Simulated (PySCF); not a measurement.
PySCF 2.14 output of an unrestricted PBE calculation on a single atom or ion in ANO-RCC-VTZP (8s7p5d3f2g, 93 functions), with the spin-free X2C one-electron Hamiltonian (Gaussian nucleus):

```
SCF conv_tol = 1e-09
number electrons alpha = 42  beta = 39
    J. P. Perdew, K. Burke, and M. Ernzerhof.,  Phys. Rev. Lett. 77, 3865 (1996)
    J. P. Perdew, K. Burke, and M. Ernzerhof.,  Phys. Rev. Lett. 78, 1396 (1997)
    J. P. Perdew, K. Burke, and M. Ernzerhof.,  Phys. Rev. Lett. 77, 3865 (1996)
    J. P. Perdew, K. Burke, and M. Ernzerhof.,  Phys. Rev. Lett. 78, 1396 (1997)
cycle= 1 E= -20248.6247912428  delta_E= -0.0211  |g|= 0.208  |ddm|= 0.176
cycle= 2 E= -20248.6229157697  delta_E= 0.00188  |g|= 0.217  |ddm|= 0.0884
cycle= 3 E= -20248.6286129216  delta_E= -0.0057  |g|= 0.0227  |ddm|= 0.0649
cycle= 4 E= -20248.6287352955  delta_E= -0.000122  |g|= 0.00083  |ddm|= 0.0118
cycle= 5 E= -20248.6287356117  delta_E= -3.16e-07  |g|= 0.000109  |ddm|= 0.000954
cycle= 6 E= -20248.6287356158  delta_E= -4.16e-09  |g|= 1.19e-05  |ddm|= 8.34e-05
cycle= 7 E= -20248.6287356159  delta_E= -5.09e-11  |g|= 1.73e-06  |ddm|= 1.54e-05
converged SCF energy = -20248.6287356159  <S^2> = 3.7523636  2S+1 = 4.0011816
```

The run itself started from symmetry-adapted Hartree-Fock orbitals and held the occupation by maximum overlap, on a logarithmic radial grid, so the iterations belong to that start.

Q: Which element, charge and spin multiplicity is this?

A: Tl (thallium, neutral), multiplicity 4; the state was [Xe] 4f14 5d10 6s1 6p2, high-spin 4P determinant (an excited configuration).

Spin-orbit coupling is strong in this species (close to jj coupling), so the high-spin LS determinant is a model state, not a physical level.
